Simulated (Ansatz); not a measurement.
Correlation energies of C₃H₉NO₃W (`C[O][W](=[O])(=[O])[N](C)C`) by basis set

Cartesian coordinates in Å:
```
C 1.074 1.093 2.915
O 0.582 0.496 1.742
W 0.372 0.989 -0.057
O 1.902 1.345 -0.745
O -0.671 2.344 -0.171
N -0.417 -0.495 -1.014
C 0.364 -1.499 -1.706
C -1.846 -0.643 -1.205
H 0.979 0.378 3.735
H 2.129 1.360 2.799
H 0.502 1.992 3.161
H 1.432 -1.317 -1.578
H 0.134 -2.499 -1.318
H 0.141 -1.489 -2.780
H -2.390 0.164 -0.713
H -2.096 -0.622 -2.273
H -2.192 -1.597 -0.792
```

The species carries charge 0 and has multiplicity 1. Correlated methods include outer-core shells of W, which these sets cover unevenly. W takes the def2 core potential. All single points use the PBE0-D4/def2-TZVP geometry. It is one conformer, not always the lowest. Frozen core, restricted reference, Ansatz 0.2.0.

| basis | HF (Eh) | MP2 corr. |
| --- | --- | --- |
| def2-SVP | -464.04845 | -1.56188 |
| def2-TZVPP | -464.56335 | -1.97268 |
| def2-QZVPP | -464.58294 | -2.13420 |

(1) Estimate the CCSD correlation energy and the (T) correction in each basis where they were run (hartree).

## Answers

(1) 
| basis | CCSD corr. | (T) |
| --- | --- | --- |
| def2-SVP | -1.54840 | -0.06699 |
| def2-TZVPP | -1.93927 | -0.10098 |
